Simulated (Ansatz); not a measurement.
```yaml
crystal:
  periodic: [false, false, false]
  atoms:
    - {symbol: C, position_ang: [2.207281, -2.241614, -1.373304]}
    - {symbol: C, position_ang: [1.342259, -1.561193, -0.360062]}
    - {symbol: O, position_ang: [1.218585, -1.878075, 0.785579]}
    - {symbol: O, position_ang: [0.695742, -0.514019, -0.935087]}
    - {symbol: C, position_ang: [-0.155711, 0.264925, -0.169279]}
    - {symbol: C, position_ang: [-1.443125, 0.438930, -0.643549]}
    - {symbol: C, position_ang: [-2.313261, 1.270023, 0.044893]}
    - {symbol: C, position_ang: [-1.894726, 1.915549, 1.198224]}
    - {symbol: C, position_ang: [-0.599316, 1.730464, 1.659405]}
    - {symbol: C, position_ang: [0.280819, 0.905511, 0.977619]}
    - {symbol: H, position_ang: [1.593166, -2.605320, -2.199382]}
    - {symbol: H, position_ang: [2.731692, -3.070249, -0.904721]}
    - {symbol: H, position_ang: [2.921893, -1.529111, -1.789516]}
    - {symbol: H, position_ang: [-1.747623, -0.074035, -1.547715]}
    - {symbol: H, position_ang: [-3.322612, 1.411294, -0.323566]}
    - {symbol: H, position_ang: [-2.575955, 2.563275, 1.737070]}
    - {symbol: H, position_ang: [-0.266900, 2.232919, 2.560311]}
    - {symbol: H, position_ang: [1.290195, 0.752224, 1.334880]}
basis:
  gaussian: {orbitals: def2-SVPD, final_grid: {core_spheres: 5, valence_spheres: 4, degree: 11}}
magnetization: {spin_polarized: true, initial_magnetization: 0}
hamiltonian: {xc: {name: PBE0-DH}}
scf: {lower_state_search: off}
kpoints: {mp_grid: {grid: [2, 2, 2]}}
output: {forces: true}
```

```sh
$ ansatz run in.yaml --threads 2 --pin off --events-out ev --progress --plain --max-ram 22528MiB --backend cpu
```

Shortened log:

```
Error: invalid value for `basis.gaussian`: such a run doesn't read kpoints; remove what it names
```

In this input the input holds a key that doesn't belong there. The input was rejected before any iteration.
